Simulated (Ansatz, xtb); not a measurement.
Al2Cl2H6N2: which of two isomers lies lower

We compare a, `[Cl][Al-]1([Cl])[NH2+][AlH2-][NH2+]1`, a singlet, with b, `[Cl][Al@H-]1[NH2+][Al@@H-]([Cl])[NH2+]1`, a singlet. Both are isolated molecules in the gas phase, relaxed with PBE0-D4/def2-SVP.

Which of the two would you expect CCSD(T)/def2-SVP + ΔMP2/def2-TZVPP electronic energies to favour?

CCSD(T)/def2-SVP + ΔMP2/def2-TZVPP gives E(b) − E(a) = −0.66 kcal/mol, slightly favouring structure b, which is too small a margin to settle the true order.

Level by level:

```json
{"level": "PBE0-D4/def2-SVP", "geometry": "PBE0-D4/def2-SVP", "E(b) − E(a) (kcal/mol)": "−0.59", "departure from the last row (kcal/mol)": "+0.06", "job, with rough time for the two": "optimisation, 62 s"}
{"level": "HF/def2-SVP", "geometry": "PBE0-D4/def2-SVP", "E(b) − E(a) (kcal/mol)": "−0.91", "departure from the last row (kcal/mol)": "−0.26", "job, with rough time for the two": "part of the CCSD(T) run"}
{"level": "MP2/def2-SVP", "geometry": "PBE0-D4/def2-SVP", "E(b) − E(a) (kcal/mol)": "−0.42", "departure from the last row (kcal/mol)": "+0.24", "job, with rough time for the two": "part of the CCSD(T) run"}
{"level": "CCSD(T)/def2-SVP", "geometry": "PBE0-D4/def2-SVP", "E(b) − E(a) (kcal/mol)": "−0.39", "departure from the last row (kcal/mol)": "+0.26", "job, with rough time for the two": "single point"}
{"level": "CCSD(T)/def2-SVP + ΔMP2/def2-TZVPP", "geometry": "PBE0-D4/def2-SVP", "E(b) − E(a) (kcal/mol)": "−0.66", "departure from the last row (kcal/mol)": "", "job, with rough time for the two": "single point, 64 s"}
```

As drawn, both hold the same kinds of bond in the same numbers.

The largest departure from CCSD(T)/def2-SVP + ΔMP2/def2-TZVPP is that of CCSD(T)/def2-SVP, 0.26 kcal/mol. Levels run at GFN2-xTB geometries aren't shown. The last row adds to CCSD(T) the change of the MP2 difference between the two basis sets, here −0.26 kcal/mol.

With thermal terms from frequencies at re-optimised GFN2-xTB minima (ideal gas, soft modes damped towards free rotors, one conformer each, 298.15 K, 1 atm): on the last row, ΔE + ΔZPE = −0.29, ΔH = −0.40, ΔG = −0.25 kcal/mol.

The correlated steps freeze 22 core orbitals. Mirror images aren't counted in ΔG. Programs: Ansatz 0.2.0, xtb 6.7.1; the last row on 2 threads of Arm Neoverse V2 on a shared host.
